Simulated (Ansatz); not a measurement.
SnMe2 (C2H6Sn). Charge 0, multiplicity 3. Geometry PBE0-D4/def2-TZVP, that of the neutral singlet; atoms count from 1.

```csv
atom,x (Å),y (Å),z (Å)
Sn1,-0.684,-0.376,-1.314
C2,-0.343,1.525,-0.282
H3,0.734,1.684,-0.166
H4,-0.771,1.477,0.725
H5,-0.772,2.377,-0.811
C6,0.326,-1.535,0.246
H7,-0.207,-1.401,1.193
H8,1.341,-1.151,0.392
H9,0.376,-2.600,0.018
```

In the def2 sets Sn takes a core potential; there is no spin–orbit coupling. At PBE0-D4/def2-TZVP a singlet of charge 0 lies 1.51 eV below the triplet at the same geometry.

Question: Estimate the Mulliken populations from the PBE0/def2-TZVP orbitals of Ansatz.

Answer: 
| atom | charge (e) | spin (α − β) |
| --- | --- | --- |
| Sn1 | 0.33 | 1.67 |
| C2 | -0.61 | 0.15 |
| H3 | 0.15 | 0.01 |
| H4 | 0.15 | 0.01 |
| H5 | 0.15 | -0.01 |
| C6 | -0.61 | 0.15 |
| H7 | 0.15 | 0.01 |
| H8 | 0.15 | 0.01 |
| H9 | 0.15 | -0.01 |
Mulliken values depend strongly on the basis.

Question: Where does the spin sit?

Answer: Summed by element: Sn 1.67, C 0.30, H 0.03, of 2 unpaired in all. Largest on single atoms: Sn1 1.67, C2 0.15, C6 0.15.

Question: And the Mayer bond orders between heavy atoms (over 0.3)?

Answer: Sn1–C2 0.89 (2.19 Å); Sn1–C6 0.89 (2.19 Å).
